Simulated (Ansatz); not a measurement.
[InH4]- (InH4⁻), 5 atoms. Hardware: 4 threads of Arm Neoverse V2 on a shared host.

In the def2 sets In takes a core potential; there is no spin–orbit coupling. Correlated methods freeze 4 core orbitals; core or outer-core shells of In are correlated, in sets that lack core-valence functions.

Task: How many basis functions does each of these Ansatz runs have, and roughly what does it cost? revPBE-D4/def2-TZVPD, charge -1 singlet, energy, from earlier orbitals; HF/def2-TZVPD, charge -1 singlet, energy, from earlier orbitals; B2PLYP/def2-TZVPD, charge -1 singlet, energy, from earlier orbitals; PBE-D4/def2-SVPD, charge -1 singlet, energy, from earlier orbitals; HF/STO-3G, charge -1 singlet, energy; PBE-D4/def2-TZVPD, charge -1 singlet, relaxation, 6 steps; LDA (SPW92)/def2-TZVPD, charge -1 singlet, energy, from earlier orbitals; PBE0-D4/def2-TZVPD, charge 0 doublet at the geometry of the charge -1 singlet, energy; CCSD(T)/def2-TZVPPD, charge 0 doublet at the geometry of the charge -1 singlet, energy, from earlier orbitals; RPA@PBE/def2-TZVPD, charge -1 singlet, energy, from earlier orbitals; PBE-D4/def2-TZVPD, charge 0 doublet at the geometry of the charge -1 singlet, energy, from earlier orbitals; r2SCAN-D4/def2-TZVPD, charge -1 triplet at the geometry of the charge -1 singlet, energy, from earlier orbitals.

Result: Other jobs shared the machine, so times can vary by a factor of up to 3. A dash marks memory too small to be measured apart from the calling script's.

| run | functions | fitting or Cholesky vectors | wall time | peak host memory (GiB) |
| --- | --- | --- | --- | --- |
| HF/STO-3G, charge -1 singlet, energy | 31 | 417 | 0.1 s | – |
| HF/def2-TZVPD, charge -1 singlet, energy, from earlier orbitals | 92 | 779 | 0.2 s | – |
| LDA (SPW92)/def2-TZVPD, charge -1 singlet, energy, from earlier orbitals | 92 | 635 | 0.25 s | – |
| PBE-D4/def2-SVPD, charge -1 singlet, energy, from earlier orbitals | 64 | 609 | 0.3 s | – |
| revPBE-D4/def2-TZVPD, charge -1 singlet, energy, from earlier orbitals | 92 | 635 | 0.35 s | – |
| PBE-D4/def2-TZVPD, charge 0 doublet at the geometry of the charge -1 singlet, energy, from earlier orbitals | 92 | 635 | 0.65 s | – |
| B2PLYP/def2-TZVPD, charge -1 singlet, energy, from earlier orbitals | 92 | 818 | 0.7 s | – |
| RPA@PBE/def2-TZVPD, charge -1 singlet, energy, from earlier orbitals | 92 | 818 | 0.7 s | – |
| PBE-D4/def2-TZVPD, charge -1 singlet, relaxation, 6 steps | 92 | 635 | 2.7 s | – |
| r2SCAN-D4/def2-TZVPD, charge -1 triplet at the geometry of the charge -1 singlet, energy, from earlier orbitals | 92 | 635 | 3 s | – |
| PBE0-D4/def2-TZVPD, charge 0 doublet at the geometry of the charge -1 singlet, energy | 92 | 717 | 3.2 s | – |
| CCSD(T)/def2-TZVPPD, charge 0 doublet at the geometry of the charge -1 singlet, energy, from earlier orbitals | 124 | 850 | 13 s | 1.3 |
